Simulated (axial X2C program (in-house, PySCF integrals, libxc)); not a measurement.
# Potential curves of AgSn⁺, without spin–orbit coupling

Calculated with an in-house all-electron X2C program for linear molecules (integrals from PySCF). Spin-free means the one-electron spin-free X2C Hamiltonian. Basis: Sn dyall-v3z [11s12p9d1f], Ag dyall-v3z [12s12p8d3f2g] (cores contracted in-house); Gaussian nuclei, density fitting, unrestricted open shells. Masses: Sn 119.902 u, Ag 106.905 u.

State: M_S = 0, Λ = 0 (closed shell). Energies in cm⁻¹ from the fragments at the same level (Sn+ + Ag for BP86, PW91, MP2; Sn + Ag+ for HF). Fits are polynomials in 1 − R0/R over 0.85 to 1.23 times the lowest point R0.

| R (Å) | BP86 | PW91 | HF | MP2 |
| --- | --- | --- | --- | --- |
| 2.3212 | -16212 | -16557 | 1036 | -15247 |
| 2.4279 | -18570 | -18916 | -2607 | -17368 |
| 2.5079 | -19447 | -19792 | -4394 | -18110 |
| 2.5880 | -19788 | -20133 | -5591 | -18339 |
| 2.6680 | -19740 | -20086 | -6340 | -18194 |
| 2.7614 | -19341 | -19686 | -6788 | -17688 |
| 2.8548 | -18694 | -19037 | -6895 | -16930 |
| 2.9748 | -17641 | -17982 | -6678 | -15723 |
| 3.1216 | -16185 | -16522 | -6047 | -14051 |

Correlated methods: 24 electrons correlated (number of frozen shells: Sn 4 s, 3 p, 1 d; Ag 4 s, 3 p, 1 d), 266 virtual spin orbitals or spinors in MP2.

One determinant describes the state; a PBE0 search over occupations chose it and may have missed a lower one. The closed shell is kept restricted, so the energy runs too high when the bond is stretched far. Dissociation energies refer to the lowest single-determinant-based atoms at the same level and basis. Spin–orbit coupling changes these values markedly for this molecule (Re by over 0.02 Å or De by over 0.25 eV), so the spin-free numbers are a model. Spin-free De lacks the spin–orbit lowering of the heavy p-block atom, a tenth of an eV or more for 4p and 5p, up to an eV for 6p and one to two eV for 7p atoms, less what an open-shell molecule gains itself. MP2 and coupled cluster on one determinant become unreliable at the stretched end.

Question: What are Re, ωe and De at the BP86 level?

Answer: At BP86, spin-free: Re = 2.616 Å, ωe ≈ 179 cm⁻¹, De = 2.46 eV to Sn+ + Ag; Be follows as 0.0436 cm⁻¹.

Question: What are Re, ωe and De at the PW91 level?

Answer: At PW91, spin-free: Re = 2.616 Å, ωe ≈ 179 cm⁻¹, De = 2.50 eV to Sn+ + Ag; Be follows as 0.0436 cm⁻¹.

Question: What are Re, ωe and De at the HF level?

Answer: At HF, spin-free: Re = 2.844 Å, ωe ≈ 132 cm⁻¹, De = 0.86 eV to Sn + Ag+; Be follows as 0.0369 cm⁻¹.

Question: Fit the MP2 curve near its minimum: give the equilibrium distance, the harmonic wavenumber and the well depth.

Answer: At MP2, spin-free: Re = 2.593 Å, ωe ≈ 184 cm⁻¹, De = 2.27 eV to Sn+ + Ag; Be follows as 0.0444 cm⁻¹.
